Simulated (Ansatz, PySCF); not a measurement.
This Ansatz (a first-principles code) input computes a r2SCAN/def2-TZVPD energy:

Ansatz 0.2 input:
```yaml
crystal:
  periodic: [false, false, false]
  atoms:
    - {symbol: C, position_ang: [-0.00000000, -0.00000000, -1.22427249]}
    - {symbol: Cl, position_ang: [0.00000000, 0.00000000, 0.43209617]}
basis:
  gaussian:
    orbitals: def2-TZVPD
hamiltonian:
  xc: {name: r2SCAN}
magnetization: {spin_polarized: true, initial_magnetization: 1}
output: {forces: true}
```

Question: Write an input for the same energy in PySCF and say what it gives.

Answer: 
```python
from pyscf import gto, scf, dft

mol = gto.M(
    atom='''
    C    -0.00000000   -0.00000000   -1.22427249
    Cl    0.00000000    0.00000000    0.43209617
    ''',
    basis='def2-tzvpd',
    charge=0,
    spin=1,
    symmetry='C2v',
    verbose=4,
)

mf = dft.UKS(mol, xc='r2scan').density_fit(auxbasis='def2-universal-jkfit')
mf.grids.level = 4
mf.conv_tol = 1e-9
mf.max_cycle = 100
mf.max_memory = 1500
mf.kernel()
if not mf.converged:
    mf = mf.newton()
    mf.kernel(mf.make_rdm1())
mf.analyze()
```
It gives -498.11202 Eh, and Ansatz -498.11202 Eh, a difference of 0.00 mEh.
